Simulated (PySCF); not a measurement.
1,1-difluoro-1-methoxyethane (C3H6F2O), SMILES COC(C)(F)F.

Geometry: PBE0-D3(BJ)/def2-SVP. One conformer was computed; it need not be the lowest.

Method: SMD-M06-2X/6-31G* in PySCF.

Solvation free energies are E(SMD) − E(gas) at the gas-phase geometry, for 1 M in both phases. In vacuum the dipole moment is 2.77 D.

Rank water, N,N-dimethylformamide, ethanol by solvation free energy, most negative first.

ethanol (-4.2 kcal/mol), N,N-dimethylformamide (-3.9 kcal/mol), water (-1.5 kcal/mol)
